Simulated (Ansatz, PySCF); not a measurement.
Molecule: C$_{3}$H$_{5}$O$_{2}$, net charge -1, singlet state. It need not be the lowest isomer of its formula. Whether it binds its extra electron was not tested at this geometry. 
Coordinates optimised at B3LYP-D3(BJ)/def2-TZVP (Ansatz, a program for electronic structure):
SMILES: OC(=O)[CH-]C
```xyz
10

C     -1.9772     0.1929     0.3800
C     -0.6887     0.6023    -0.2628
C      0.4707    -0.1008    -0.0499
O      0.7008    -1.1243     0.6451
O      1.6152     0.4206    -0.7374
H     -2.4103     0.9599     1.0463
H     -1.8004    -0.6968     0.9903
H     -2.7762    -0.0628    -0.3385
H     -0.6608     1.4698    -0.9109
H      2.2911    -0.2075    -0.4521
```
Charge -1, spin multiplicity 1.

Total electronic energies in hartree. Correlated levels leave the core frozen unless marked. No spin-orbit coupling. Non-relativistic. CBS(X,Y): correlation extrapolated as X^-3; Hartree-Fock from the larger set. The bracket is a focal-point correction in the basis named.

```csv
level,program,energy (Eh)
HF/STO-3G,Ansatz,-262.60203
HF/6-31G*,Ansatz,-266.20909
HF-D4/def2-TZVPD,PySCF + dftd4,-266.36574
revPBE-D4/def2-TZVPD,Ansatz + dftd4,-267.85785
B3LYP-D3(BJ)/def2-TZVPD,Ansatz + dftd3,-267.92869
PBE0/6-31G*,Ansatz,-267.46984
PBE0-D3(BJ)/def2-TZVP,Ansatz + dftd3,-267.60684
BHLYP-D4/def2-TZVPD,Ansatz + dftd4,-267.76084
TPSSh/def2-TZVPD,PySCF,-267.91405
CAM-B3LYP-D3(BJ)/def2-TZVPD,Ansatz + dftd3,-267.80411
LC-wPBE-D3(BJ)/def2-TZVPD,Ansatz + dftd3,-267.74875
wB97M-V/def2-TZVPD,Ansatz,-267.81119
B2PLYP-D4/def2-TZVPD,Ansatz + dftd4,-267.70928
MP2/cc-pwCVTZ,Ansatz,-267.33251
"RI-MP2/CBS(aug-cc-pVTZ,aug-cc-pVQZ)",Ansatz,-267.4678
SCS-MP2/cc-pVTZ,Ansatz,-267.29659
SCS-MP2/cc-pwCVTZ,Ansatz,-267.31490
CCSD/STO-3G,Ansatz,-262.88902
CCSD/cc-pVDZ,Ansatz,-267.05914
CCSD/cc-pwCVTZ,Ansatz,-267.34798
CCSD(T)/6-31G*,Ansatz,-267.01148
CCSD(T)/cc-pVDZ,Ansatz,-267.08473
"RI-MP2/CBS(aug-cc-pVTZ,aug-cc-pVQZ)+[CCSD(T)-MP2]/aug-cc-pVTZ",Ansatz,-267.5297
```

Totals of different functionals don't rank their quality; only differences between species are comparable.
